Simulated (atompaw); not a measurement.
## Building the PAW (atompaw) potential for V (PBEsol, scalar-relativistic).

```
Element                 : V
Generator               : atompaw 4.2.0.5
Type                    : PAW
Functional              : PBEsol
Relativity              : scalar-relativistic
Frozen core             : [Ar]
Valence charge          : 5
Reference configuration : 3d3 4s2 4p0
Partial waves           : 4s (bound): rc 3.00 bohr; 4s channel at 2.3 Ry: rc 3.00 bohr; 4p (bound, empty): rc 3.00 bohr; 4p channel at 4 Ry: rc 3.00 bohr; 3d (bound): rc 1.65 bohr; 3d channel at 0.05 Ry: rc 1.65 bohr; 4f channel at 0.05 Ry: rc 3.00 bohr
Local potential         : bessel scheme, radius 2.50 bohr
Core correction         : smooth core density matched at 1.65 bohr
Augmentation charge     : gaussian compensation charge, radius 2.35 bohr; PAW radius 3.00 bohr; waves and projectors: custom rrkj gramschmidtortho
```

- Cutoffs needed: 35 Ry and 55 Ry (the cutoffs (Ry, on a coarse ladder) from which the occupation-weighted sum of valence levels, in a spherical-Bessel basis at the reference potential, stays within 10 and 1 mRy of its value at 400 Ry)
- Ghost test: no extra level below or beside the all-electron valence levels (s, p, d, f tested) (spherical-Bessel basis up to 400 Ry, 20 bohr box)
- Lowest eigenvalue of the overlap operator: 0.41 (p channel)
- Overlap eigenvalues printed by atompaw (projector basis): 0.139, 0.201, 1.01, 4.65, 4.86, 7.96, 31.5
- Share of each valence orbital outside the PAW sphere: 4s 55 %, 4p 81 %, 3d 6 %
